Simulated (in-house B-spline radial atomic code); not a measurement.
RPA and G0W0 on HSE06: Sb5+

Configuration [Kr] 4d10, mean-field start HSE06. Computed with a B-spline radial code for spherical atoms: all electrons, non-relativistic, point nucleus, each spin shell either full or empty, empty states to l = 9 with an (l + 1/2)⁻⁴ tail; G0W0 by contour deformation at full frequency.

Without relativity these are model numbers: it shifts the levels of so heavy an element strongly and can reorder them.

Command:
```bash
python run_gw.py task.json out
```
Settings (radii: box in bohr, nucleus in fm):
```
Z                        51
electrons                46
configuration            [Kr] 4d10
hamiltonian              nr
method                   hse06
lmax                     9
spin_polarised           False
box_radius               10.43
intervals                52
```

Cost of the run: 1.7 s on 1 thread of Arm Neoverse V2, on a shared host.

Energies (hartree):

```json
{"term": "mean-field total", "value": "-6310.16298"}
{"term": "Hartree-Fock functional on these orbitals", "value": "-6308.31653"}
{"term": "direct second order", "value": "-3.9427"}
{"term": "second-order exchange", "value": "1.0887"}
{"term": "SOSEX correction", "value": "1.0245"}
```

(1) What is the RPA correlation energy, and what remains with SOSEX?

Quasi-particle levels (eV):

```json
{"level": "4d", "occupied": "yes", "mean field": "-93.17", "Σx - vxc": "-8.15", "Σc": "?", "QP weight": "?", "G0W0": "?"}
{"level": "5s", "occupied": "no", "mean field": "-57.54", "Σx - vxc": "6.23", "Σc": "-1.94", "QP weight": "0.983", "G0W0": "-53.25"}
```

G0W0 = mean field + (Σx - vxc) + Σc, with Σc (partial-wave tail included) taken at the quasi-particle energy. Only the outer levels were computed. Levels of low weight are left out.

(2) Where does G0W0 put 4d?

Results:

(1) RPA gives -3.5254 hartree (-2.09 eV per electron); RPA + SOSEX gives -2.5009, and the second-order doubles -2.854 hartree (no singles). SOSEX takes back 29 % of the RPA value.

(2) At -101.18 eV, with Σc = 0.14 eV and a quasi-particle weight of 0.960. The tabulated removal energy is 99.51 ± 0.05 eV (NIST, measured); the calculation leaves out relativity, Breit and QED terms, and what these don't explain is the method's own error.
